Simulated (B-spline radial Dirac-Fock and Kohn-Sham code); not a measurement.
**Elastic scattering of 1.5 keV electrons by atomic terbium**

These are calculated numbers from a B-spline atomic structure program; the model is relativistic (Dirac) partial waves in the static field of the Dirac-Fock atom with Furness-McCarthy exchange, without polarisation or absorption potentials.

Input of the calculation (task.json; shells as n, l, electrons):

```json
{"items": [{
  "Z": 65,
  "q": 0,
  "cfg": [[1, 0, 2], [2, 0, 2], [2, 1, 6], [3, 0, 2], [3, 1, 6], [3, 2, 10], [4, 0, 2], [4, 1, 6], [4, 2, 10], [4, 3, 9], [5, 0, 2], [5, 1, 6], [6, 0, 2]],
  "A": 159,
  "rrms": 5.06,
  "do": "elastic",
  "energies": [[1500, 0]],
  "theta": [0, 1, 2, 3, 5, 7, 10, 15, 20, 25, 30, 40, 50, 60, 70, 80, 90, 100, 110, 120, 130, 140, 150, 160, 170, 180]
}]}
```

Command: `python xray2_run.py task.json out`

| θ (°) | dσ/dΩ (a₀²/sr) | Sherman function |
| --- | --- | --- |
| 0 | 353 | 0.000 |
| 1 | 320 | 0.000 |
| 2 | 243 | 0.000 |
| 3 | 165 | 0.000 |
| 5 | 70.2 | 0.000 |
| 7 | 33.9 | 0.000 |
| 10 | 14.0 | 0.000 |
| 15 | 4.29 | -0.001 |
| 20 | 1.90 | -0.005 |
| 25 | 1.04 | -0.008 |
| 30 | 0.635 | -0.006 |
| 40 | 0.315 | 0.019 |
| 50 | 0.190 | 0.042 |
| 60 | 0.118 | 0.020 |
| 70 | 0.0759 | -0.062 |
| 80 | 0.0622 | -0.115 |
| 90 | 0.0719 | -0.048 |
| 100 | 0.0815 | 0.041 |
| 110 | 0.0662 | 0.121 |
| 120 | 0.0284 | 0.241 |
| 130 | 0.00851 | -0.010 |
| 140 | 0.0606 | -0.155 |
| 150 | 0.209 | -0.078 |
| 160 | 0.417 | -0.040 |
| 170 | 0.602 | -0.018 |
| 180 | 0.676 | 0.000 |

Problem. What integrated cross sections go with this distribution?

Solution. The total elastic cross section is 9.24 a₀², the first transport cross section 1.57 a₀² and the second, weighted with (3/2) sin²θ, 1.47 a₀². The mean deflection is ⟨1 − cos θ⟩ = 0.170, and 7.3 % of the collisions scatter beyond 90°.

On this grid of angles the cross section has minima near 80°, 130°, from interference among the few low partial waves with large phase shifts.
